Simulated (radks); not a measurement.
Values are calculated unless marked as measured or tabulated.
Excited configurations of Mo IV: one electron is placed in a higher orbital outside [Kr] 4d2. The ground configuration is [Kr] 4d3. Code: a radial shooting solver on a logarithmic mesh with Libxc functionals. Model: non-relativistic Kohn-Sham, BLYP, spin-polarised, spherical densities, point nucleus; open shells are filled with parallel spins first (spin-orbit coupling, left out, can overturn this in heavy ions); relativity is left out, which matters for an element this heavy. Excitation = E - E(ground); binding = E(ion) - E, where the ion is the core of charge +4; n* = 4/sqrt(2 binding) in atomic units, and the quantum defect is n - n*.

outer orbital  excitation (eV)  binding (eV)     n*  quantum defect
4f                      25.093        15.600  3.736           0.264
5d                      22.782        17.912  3.486           1.514
5f                      30.241        10.453  4.564           0.436
6s                      23.809        16.885  3.591           2.409
6p                      26.024        14.670  3.852           2.148
6d                      29.605        11.089  4.431           1.569
7d                      33.133         7.561  5.366           1.634
7f                      35.327         5.367  6.369           0.631

The Delta-SCF ionisation energy is 40.694 eV (NIST Atomic Spectra Database: 40.3 eV, semi-empirical). Self-interaction in the functional shifts the binding energies and quantum defects, so they are the method's values and not measured ones. Relativity is left out here, which matters for elements this heavy. Open shells are spherical and high-spin; term and fine-structure splittings are not resolved.
